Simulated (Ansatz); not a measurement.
The same path of Cl2H2Si + H2O (8 atoms, charge 0, multiplicity 1) was run twice with different band settings. Lost on the way: Si1–H2, O6–H8. Made: Si1–O6, H2–H8.

The calculation used RKS PBE-D4/6-31G* (Ansatz).

Relaxed end points:

```xyz
8
Properties=species:S:1:pos:R:3
Si 0.370 0.041 -0.101
H 0.471 0.319 1.353
H 1.694 0.142 -0.783
Cl -0.842 1.431 -1.064
Cl -0.275 -1.904 -0.465
O -2.194 -0.121 1.434
H -2.689 0.475 0.836
H -2.430 -1.013 1.108
```

```xyz
8
Properties=species:S:1:pos:R:3
Si -0.122 -0.387 -0.762
H -1.672 1.150 3.317
H 1.310 -0.457 -0.391
Cl -0.563 1.486 -1.525
Cl -0.534 -1.777 -2.239
O -0.980 -0.699 0.619
H -1.954 -0.693 0.543
H -1.377 0.747 2.756
```

Common settings: movable images 9; climbing image yes; spring 5.0 eV/Å²; optimiser quadratic models (default); force threshold 0.05 eV/Å; iteration limit 60; end points relaxed.

| run | start path |
| --- | --- |
| 1 | through a guess of the saddle point |
| 2 | straight line |

Task: What does each run give, and how far can it be trusted?

Result: Run 1: converged after 27 iterations, highest image 1.368 eV above the first end. Neighbouring images differ by up to 1.6 eV, so the band resolves the path poorly. A vibrational analysis at the climbing image gives one clearly imaginary mode, 1262i cm⁻¹: a first-order saddle point.
Run 2: converged after 20 iterations, highest image 1.508 eV above the first end. The profile has 2 maxima (images 2, 5) with wells between them (image 3): this band takes more than one step, which may be the mechanism or a detour left from its start path. Neighbouring images differ by up to 1.7 eV, so the band resolves the path poorly. The order of the point at the top wasn't checked.
The orbitals stay closed-shell, which can raise the energy where a bond breaks towards radicals; this wasn't checked here.
